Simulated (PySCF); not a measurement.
Species: C₆H₉NO (charge +1 and doublet state).
Z-matrix (Å and degrees, GFN2-xTB geometry), rows numbered from 1:
```
O 
C   1  1.1792
C   2  1.5488  1  122.51
C   3  1.5200  2  109.74  1  -120.42
C   4  1.5173  3  109.79  2  -162.34
N   5  1.2355  4  123.20  3    10.82
C   6  1.3917  5  128.87  4     0.48
C   3  1.5220  2  108.81  1   117.75
H   2  1.1023  1  124.16  3   179.46
H   3  1.0951  2  106.63  1    -0.97
H   4  1.0952  3  112.58  2   -44.87
H   4  1.0915  3  111.97  2    76.73
H   5  1.0834  4  116.56  3  -170.12
H   7  1.0950  6  108.81  5  -104.30
H   7  1.0953  6  109.16  5   138.57
H   8  1.0902  3  112.12  2   -59.30
H   8  1.0914  3  110.68  2    62.59
```

The hyperfine couplings belong to this conformer and change with its torsions.

Identity: `[O+]=C[C@@H]1CC=NCC1` [radical] (charge +1).

Level of theory: UKS B3LYP, pcH-1 on C H N O, non-relativistic, mean-field spin-orbit, GIAO (PySCF). Geometry: GFN2-xTB, one conformer, isolated ion. Couplings are sensitive to structure, and on GFN2-xTB geometries they can be far from those on DFT ones, by a factor of two or more for some ions and for spin on atoms past the first row. The SCF solution wasn't tested for stability.

The isotropic 13C couplings are -32.3, -16.8, +12.5, +9.4, -2.9, +2.2 MHz. Assign them to C2; C3; C4; C5; C7; C8.

```tsv
site	a_iso (MHz)	ρ(0) (bohr⁻³)	position	distance from N6 (Å)	spin population	largest |T| (MHz)
C2	+2.2	+0.0020	4 bonds from N6	4.22	0.00	10.2
C3	-2.9	-0.0026	3 bonds from N6	2.75	+0.04	15.6
C4	+12.5	+0.0111	2 bonds from N6	2.43	+0.09	21.3
C5	-32.3	-0.0287	1 bond from N6	1.24	-0.05	19.6
C7	-16.8	-0.0150	1 bond from N6	1.39	+0.03	21.3
C8	+9.4	+0.0083	2 bonds from N6	2.42	+0.09	22.4
```

ρ(0) is the spin density at the nucleus and T the dipolar tensor. The largest Mulliken spin populations are on N6 (+0.52), O1 (+0.17), C8 (+0.09) and C4 (+0.09).

O1, the radical centre as drawn in `[O+]=C[C@@H]1CC=NCC1`, holds a spin population of +0.17 out of 1.
